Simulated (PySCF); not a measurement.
Numbering as in the mapped SMILES `[CH2:1]=[N:2][c:3]1[cH:4][cH:5][c:6]([O:7][SiH3:8])[cH:9][cH:10]1`. Hydrogens are named by the atom that carries them. Ha(C1) is cis to C3; Hb(C1) is trans to C3.

Geometry: PBE0-D3(BJ)/def2-SVP; GIAO shifts from PySCF, gas phase, non-relativistic, averaged over equivalent atoms.

At wB97X-D/pcSseg-1 (222 basis functions, 31 s wall time on 1 thread of an AMD EPYC 9R45 96-Core, shared host):
```tsv
atoms	δ (ppm)
C6	163.0
C1	155.8
C3	151.1
C4/C10	129.4
C5/C9	122.7
N2	405.4
O7	88.2
Si8	-35.3
Ha(C1)	7.58
Hb(C1)	7.28
H(C4)/H(C10)	7.23
H(C5)/H(C9)	6.95
H(Si8)	4.99
```

Shifts are taken against calculated references (same method and geometry level): ¹³C (σref 184.54), ²⁹Si (σref 352.93), ¹H (σref 31.38) against TMS; ¹⁵N (σref 263.98) against NH3; ¹⁷O (σref 333.19) against H2O.

Task: What do these become at PBE0/pcSseg-1?

Result: 
```csv
atoms,δ at PBE0/pcSseg-1,change
C6,161.7,-1.3
C1,153.9,-1.9
C3,150.3,-0.8
C4/C10,127.9,-1.5
C5/C9,121.8,-0.9
N2,406.1,+0.7
O7,96.9,+8.7
Si8,-36.3,-1.0
Ha(C1),7.57,-0.01
Hb(C1),7.27,-0.01
H(C4)/H(C10),7.19,-0.04
H(C5)/H(C9),6.93,-0.02
H(Si8),5.07,+0.08
```

δ = σ(ref) − σ, references computed at the same level: ¹³C (184.41 ppm), ²⁹Si (351.99 ppm), ¹H (31.27 ppm) against TMS; ¹⁵N (265.67 ppm) vs NH3; ¹⁷O (334.56 ppm) against H2O.

The largest change is at O7 (oxygen bonded to C, Si). Cost: 222 basis functions, 25 s wall time on 1 thread of an AMD EPYC 9R45 96-Core, shared host. The order of the carbon signals is the same at both levels.

The carbons averaged at δ 129.4 differ by 12 ppm in this conformer. Experimental scales use liquid or dissolved standards, which lie at an offset from isolated NH3 (liquid NH3: subtract about 20 ppm) and H2O (liquid H2O: subtract about 36 ppm). Unscaled 15N shifts of sp2 nitrogen come out 20 to 40 ppm too high even then.
